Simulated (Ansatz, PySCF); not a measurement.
C₄H₅NSi, SMILES C#C[SiH](N)C#C.

The structure is a stationary point at PBE0-D3(BJ)/def2-SVP. This is a generated structure with no PubChem entry under its InChIKey; it may be hypothetical. One conformer was computed; it need not be the lowest.

Vertical ionisation energy (IE) and electron affinity (EA) in eV. Rows of orbital energies are one-electron estimates. Where ΔSCF, EOM or ADC give a negative EA the extra electron is unbound and the value depends on the basis.

```json
[
 {"level": "−ε(HOMO), −ε(LUMO), ωB97X/def2-TZVP (PySCF)", "IE": "10.10", "EA": "-1.46"},
 {"level": "−ε(HOMO), −ε(LUMO), PBE/def2-TZVP (PySCF)", "IE": "6.27", "EA": "1.55"},
 {"level": "ΔSCF, PBE0/def2-TZVPD (Ansatz), final states of multiplicity 2 and 2", "IE": "9.55", "EA": "-0.67"},
 {"level": "ΔSCF, PBE/def2-TZVPD (Ansatz), final states of multiplicity 2 and 2", "IE": "9.14", "EA": "-0.46"}
]
```

Task: What vertical singlet–triplet gap does ΔSCF give with PBE0/def2-TZVPD (Ansatz, an electronic-structure program) and with PBE/def2-TZVPD (Ansatz)? (Estimate from the structure and the level; the computed values follow.)

Result: 4.91 and 4.66 eV (triplet above singlet where positive).
